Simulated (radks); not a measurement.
Initial-state core-level shifts of neutral thallium when its valence configuration changes from [Hg] 6p1. Calculated with a radial shooting solver on a logarithmic mesh with Libxc functionals: scalar-relativistic Kohn-Sham, SCAN, spin-unpolarised, spherical densities, finite nucleus; meta-GGA in the generalised Kohn-Sham scheme; Fermi nuclear charge, rms radius 5.4759 fm. Shifts are changes of the shell-averaged eigenvalues in eV (positive: less bound); the change of the density at the nucleus, which sets a Mossbauer isomer shift, is in e/bohr^3, on a base of 2.719e+06.

valence	2s	3p	4d	5s	density at nucleus
[Xe] 4f14 5d10 6s1.5 6p1.5	-0.972	-0.978	-0.983	-1.016	-92.5
[Xe] 4f12 5d10 6s1.5 6p3.5	-43.809	-48.034	-39.204	-21.287	+429.0
[Xe] 4f12 5d9 6s1.5 6p4.5	-50.219	-54.310	-45.326	-26.760	+499.3
[Xe] 4f14 5d10 6s0.5 6p2.5	-2.832	-2.858	-2.875	-2.996	-298.6
[Xe] 4f13 5d8 6s1.5 6p4.5	-34.375	-36.228	-31.775	-21.848	+306.1
[Xe] 4f13 5d10 6s2 6p2	-21.001	-23.082	-18.883	-10.132	+268.5
[Xe] 4f11.5 5d9 6s2 6p4.5	-60.802	-65.958	-54.473	-31.086	+785.1
[Xe] 4f14 5d9.5 6s2 6p1.5	-2.982	-2.947	-2.914	-2.720	+40.0
[Xe] 4f12 5d8 6s1.5 6p5.5	-56.734	-60.665	-51.492	-32.150	+574.5
